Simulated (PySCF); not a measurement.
Isomers of C6H10OSi, from PBE0-D3(BJ)/def2-SVP geometry optimisation, gas phase in PySCF 2.14.0. One conformer each, no zero-point energy, no frequencies.

Question: Which is lower in electronic energy at this level?
A. `[CH2:1]=[CH:2][C:3](=[CH2:4])[C:5](=[CH2:6])[O:7][SiH3:8]` with C1–C2–C3–C4 -158°, C2–C3–C5–C6 28°, C3–C5–O7–Si8 -177°: A = 3489, B = 975.0, C = 802.9 MHz, dipole 0.44 D
B. `[CH3:1][C:2](=[O:3])/[CH:4]=[CH:5]/[CH:6]=[CH:7]/[SiH3:8]` with C1–C2–C4–C5 -179°, C4–C5–C6–C7 180°: A = 7740, B = 478.1, C = 453.9 MHz, dipole 2.41 D

Answer: B. That is `CC(=O)/C=C/C=C/[SiH3]`, 2.8 kcal/mol below the other.

```json
{"SMILES": "CC(=O)/C=C/C=C/[SiH3]", "mapped SMILES": "[CH3:1][C:2](=[O:3])/[CH:4]=[CH:5]/[CH:6]=[CH:7]/[SiH3:8]", "E (Eh)": "-598.54101", "relative (kcal/mol)": "0.0", "relative (kJ/mol)": "0.0", "dipole (D)": "2.41"}
{"SMILES": "C=CC(=C)C(=C)O[SiH3]", "mapped SMILES": "[CH2:1]=[CH:2][C:3](=[CH2:4])[C:5](=[CH2:6])[O:7][SiH3:8]", "E (Eh)": "-598.53659", "relative (kcal/mol)": "2.8", "relative (kJ/mol)": "11.6", "dipole (D)": "0.44"}
```

As drawn, the lower has a C=O bond and an Si–C bond, which the higher lacks; the higher has an Si–O bond, which the lower lacks.
